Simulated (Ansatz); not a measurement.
```yaml
crystal:
  periodic: [false, false, false]
  atoms:
    - {symbol: N, position_ang: [-1.562616, -0.053129, -1.094602]}
    - {symbol: Ge, position_ang: [0.279255, -0.627943, -0.420446]}
    - {symbol: O, position_ang: [-0.131796, -2.301712, 0.590778]}
    - {symbol: Sb, position_ang: [1.712444, 1.176928, 1.442798]}
    - {symbol: H, position_ang: [-2.253480, 0.358262, -0.298213]}
    - {symbol: H, position_ang: [-1.532483, 0.668115, -1.966329]}
    - {symbol: H, position_ang: [1.238569, -0.961750, -1.823122]}
    - {symbol: H, position_ang: [0.675470, -2.605620, 1.231823]}
    - {symbol: H, position_ang: [0.038552, 1.712041, 2.199518]}
    - {symbol: H, position_ang: [1.629044, 2.577354, 0.141045]}
basis:
  gaussian: {orbitals: def2-TZVPD}
hamiltonian: {xc: {name: HF}}
correlation: {active_space: {window: {electrons: 3, orbitals: 2}}}
output: {forces: true}
```

```sh
$ ansatz run in.yaml --threads 4 --pin off --events-out ev --progress --plain --max-ram 10444MiB
```

Shortened log:

```
Functional definition: HF
1796 factors; integrals over basis functions are off by at most 1.1e-3 eV
mean field evaluation 1: about -66591.8989 eV, gradient 5.0e1 eV
mean field evaluation 2: about -66591.9580 eV, gradient 5.0e1 eV
mean field evaluation 4: about -66597.3965 eV, gradient 3.9e0 eV
mean field evaluation 8: about -66597.4926 eV, gradient 6.1e-1 eV
mean field -66597.49461712 eV, -2447.4127857760 hartree, gradient 1.8e-6 eV, S^2 0.000000; 1 other end points of the search recorded, 0 dependent functions left out
reference -66597.49461712 eV, -2447.4127857760 hartree; 38, 38 occupied and 203, 203 virtual orbitals, 1796 factors
Error: 3 electrons in 2 orbitals form no window around the highest filled level of the reference
```

**Question.** Something in this input is off. What?

**Answer.** The active space doesn't fit the electrons. The run stopped with an error.
